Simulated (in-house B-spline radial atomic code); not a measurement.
Configurations of the rubidium ion Rb⁷⁺, with energies counted from [Ar] 3d10 4s2. Computed with a B-spline radial code for spherical atoms: scalar-relativistic (X2C) LC-wPBE, spin-polarised, spherical fractional occupations, Fermi nucleus of rms radius 4.2036 fm. Caution: exact exchange at fractional occupations of open shells leaves self-interaction of up to several eV. Shells without spins written out take the highest spin.

Occupations are held fixed; configurations that lie above the ionisation limit could autoionise.

```
                                      configuration  E - E(ref) (eV)  highest orbital  its <r> (bohr)
                                  [Ar] 3d10 4s1 5s1           64.763            5s up            2.43
                                  [Ar] 3d10 4s1 5f1           98.359            5f up             3.7
        [Ar] 3d10 4s(0 up, 1 down) 5f(1 up, 0 down)           98.737            5f up           3.733
                                   [Ar] 3d9 4s2 4p1           120.08            4p up           1.348
[Ne] 3s2 3p(3 up, 2 down) 3d10 4s2 4p(1 up, 0 down)           240.52            4p up           1.347
                          [Ne] 3s2 3p5 3d10 4s2 4d1           272.83            4d up           1.578
                          [Ne] 3s2 3p5 3d10 4s2 5s1           286.56            5s up           2.395
```

(1) Order these further configurations by energy, lowest first.
A. [Ar] 3d(5 up, 4 down) 4s2 5f(1 up, 0 down)
B. [Ne] 3s2 3p5 3d10 4s2 4f1
C. [Ar] 3d9 4s2 5s1
D. [Ar] 3d10 4s1 4f1
E. [Ar] 3d10 4s(0 up, 1 down) 5s(1 up, 0 down)

(2) How far above the reference does [Ne] 3s2 3p5 3d10 4s2 5d1 lie?

(3) How far above the reference does [Ar] 3d9 4s2 5d1 lie?

Answers

(1) E (64.967 eV), D (78.671 eV), C (166.1 eV), A (200.21 eV), B (300.48 eV).

(2) 309.18 eV; its least bound orbital is 5d up with <r> = 3.028 bohr.

(3) 188.7 eV; its least bound orbital is 5d up with <r> = 3.027 bohr.
